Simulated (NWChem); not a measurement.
Species: SiHOBr, singlet; SMILES [Si](Br)O

```xyz
4

Si     0.6718     1.1509     0.0000
Br    -0.0656    -0.9853     0.0000
O     -0.7971     1.9342     0.0000
H     -0.7336     2.8978     0.0000
```
Atoms are numbered in this order, from 1.

Computed with NWChem. Low-valent species are run as closed-shell singlets; no triplet was tried in these runs. Geometry: optimised at PBE0/def2-SVP. Ions are spin-unrestricted doublets at the neutral geometry; other ion states weren't tried.

For level B3LYP/def2-SVP:

| Property | Result |
|---|---|
| vertical ionisation energy, ΔSCF (eV) | 9.45 |
| −ε(HOMO) (eV) | 6.94 |

Task: Estimate the same quantities for level PBE/def2-SVP.

Result: The vertical ionisation energy, ΔSCF (eV) is 9.23. The −ε(HOMO) (eV) is 6.03.
